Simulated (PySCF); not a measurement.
Job file and geometry (Å, from PBE0-D3(BJ)/def2-SVP) of an NMR shielding run on Ge(CN)2H2, C2H2GeN2, GIAO PBE0/pcSseg-1 Ge:pcSseg-2 NMR shielding, non-relativistic, gas phase in PySCF 2.14.0, density-fitted response routines; density fitting, a coarse starting grid and PySCF grid level 2 are the driver's defaults:

```
{"job": {"kind": "nmr", "xc": "PBE0", "basis": {"default": "pcSseg-1", "Ge": "pcSseg-2"}}, "charge": 0, "multiplicity": 1}
Ge    -0.499990     0.013481    -0.354826
C     -0.446997    -0.015537     1.560392
N     -0.454288    -0.026533     2.719008
C      1.323885    -0.011907    -0.940351
N      2.417455    -0.026497    -1.322822
H     -1.145687     1.316938    -0.810986
H     -1.194379    -1.249945    -0.850426
```

Question: What does the program print?

Answer: 
```
coarse grid: 32960 points
cycle   1  E = -2263.2950787426  dE = -1.850e-01  |g| = 1.159e+00  |ddm| = 2.533e+00
cycle   2  E = -2262.8883433868  dE =  4.067e-01  |g| = 1.844e+00  |ddm| = 1.400e+00
cycle   3  E = -2263.3524013134  dE = -4.641e-01  |g| = 5.570e-01  |ddm| = 1.199e+00
cycle   4  E = -2263.4155814876  dE = -6.318e-02  |g| = 1.077e-01  |ddm| = 3.242e-01
cycle   5  E = -2263.4171355863  dE = -1.554e-03  |g| = 6.555e-03  |ddm| = 5.285e-02
cycle   6  E = -2263.4171402765  dE = -4.690e-06  |g| = 3.223e-03  |ddm| = 7.290e-03
cycle   7  E = -2263.4171430871  dE = -2.811e-06  |g| = 6.317e-04  |ddm| = 2.893e-03
final grid: 68184 points
cycle   8  E = -2263.4171404877  dE =  5.074e-07  |g| = 1.667e-03  |ddm| = 1.420e-03
cycle   9  E = -2263.4171369505  dE =  3.537e-06  |g| = 4.375e-03  |ddm| = 3.251e-03
cycle  10  E = -2263.4171410985  dE = -4.148e-06  |g| = 7.421e-05  |ddm| = 2.344e-03
cycle  11  E = -2263.4171410995  dE = -9.709e-10  |g| = 3.773e-05  |ddm| = 6.095e-05
cycle  12  E = -2263.4171410998  dE = -2.960e-10  |g| = 4.527e-06  |ddm| = 2.177e-05
converged SCF energy = -2263.4171410998

GIAO shielding tensors (ppm)
atom      isotropic    diamagn.    paramagn.     s11        s22        s33       span
  0 Ge    1598.425    2757.819   -1159.394   1574.859   1593.353   1627.064     52.205
  1 C       66.448     255.437    -188.989    -45.754    -45.563    290.662    336.416
  2 N     -113.291     337.449    -450.740   -323.063   -321.518    304.707    627.770
  3 C       66.446     255.452    -189.006    -45.771    -45.567    290.678    336.449
  4 N     -113.289     337.460    -450.749   -322.996   -321.495    304.624    627.620
  5 H       26.508      26.923      -0.415     20.396     21.557     37.573     17.177
  6 H       26.514      26.916      -0.402     20.398     21.560     37.584     17.186
```

Question: Turn these shieldings into chemical shifts. Referencing at the same level of theory: TMS for $^{13}$C (σ = 184.41 ppm) and $^{1}$H (σ = 31.27 ppm); NH3 for $^{15}$N (σ = 265.67 ppm).

Answer: Averaging equivalent atoms: C 1/3: 118.0; N 2/4: 379.0; H 5/6: 4.76 ppm. No reference was computed at this level for Ge. Experimental scales use liquid or dissolved standards, which lie at an offset from isolated NH3 (liquid NH3: subtract about 20 ppm). Unscaled 15N shifts of sp2 nitrogen come out 20 to 40 ppm too high even then.

Relativistic effects, spin–orbit coupling among them, are left out; they matter for Ge and for the light atoms bonded to it.

Size and cost of the density-fitted run: 141 basis functions, 9.9 s wall time on 1 thread of an x86-64 server CPU, shared host.
